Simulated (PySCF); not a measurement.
Pb(Br)(OH), HBrOPb, SMILES [OH][Pb][Br] (B3LYP/def2-SVP optimised geometry):

```
4

Pb    -0.751    -1.191     0.000
Br     1.906    -1.191     0.000
O     -0.976     0.916     0.000
H     -1.906     1.191     0.001
```

Calculation: B3LYP/def2-TZVP, def2 effective core potentials past Kr (PySCF).

Q: What are the frontier orbital energies and the dipole moment?

A: HOMO-2 -7.70 eV, HOMO-1 -7.60 eV, HOMO -7.34 eV, LUMO -3.00 eV, LUMO+1 -1.33 eV; dipole moment 5.39 D.

On the same geometry PBE/def2-TZVP, def2 effective core potentials past Kr run with PySCF gives HOMO-2 -6.74 eV, HOMO-1 -6.61 eV, HOMO -6.38 eV, LUMO -3.35 eV, LUMO+1 -1.73 eV; dipole moment 5.09 D.
